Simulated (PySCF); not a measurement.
## Strontium: a sound run and one with changed settings

Sound run: Sr [Kr] 5s2, Sr⁺ [Kr] 5s1. All numbers are calculated (PySCF 2.14, scalar relativity by spin-free X2C-1e, in x2c-SVPall (6s4p5d1f, 50 functions)). In the sound run the correlated levels freeze [Kr]. The sound run starts from symmetry-adapted Hartree-Fock orbitals and uses a fine grid where one is needed.

Changed run: initial guess 1e, at most 50 SCF cycles, level shift 0.5 hartree.

```json
{"species": "Sr", "method": "UHF", "sound run (hartree)": "-3177.02417", "changed run (hartree)": "-3177.02417", "converged": "yes"}
{"species": "Sr", "method": "M06-L", "sound run (hartree)": "-3178.81860", "changed run (hartree)": "-3178.81860", "converged": "yes"}
{"species": "Sr", "method": "B3LYP", "sound run (hartree)": "-3178.98638", "changed run (hartree)": "-3178.98638", "converged": "yes"}
{"species": "Sr", "method": "MP2", "sound run (hartree)": "-3177.03991", "changed run (hartree)": "-3177.02952", "converged": "yes"}
{"species": "Sr", "method": "CCSD(T)", "sound run (hartree)": "-3177.04837", "changed run (hartree)": "-3177.04837", "converged": "yes"}
{"species": "Sr⁺", "method": "UHF", "sound run (hartree)": "-3176.84871", "changed run (hartree)": "-3176.84871", "converged": "yes"}
{"species": "Sr⁺", "method": "M06-L", "sound run (hartree)": "-3178.60537", "changed run (hartree)": "-3178.60537", "converged": "no"}
{"species": "Sr⁺", "method": "B3LYP", "sound run (hartree)": "-3178.77124", "changed run (hartree)": "-3178.77124", "converged": "yes"}
```

Ionisation energy of Sr:

```
 method  sound run (eV)  changed run (eV)
    UHF           4.774             4.774
  B3LYP           5.854             5.854
    MP2           5.203             4.920
SCS-MP2           5.288             4.949
   CCSD           5.433             5.433
CCSD(T)           5.433             5.433
  CCSDT           5.433             5.433
    FCI           5.433             5.433
```

A level shift leaves the converged SCF energy unchanged but raises the virtual orbital energies, which shrinks MP2 if it is not removed.

For comparison, NIST gives 5.695 eV between the lowest levels.
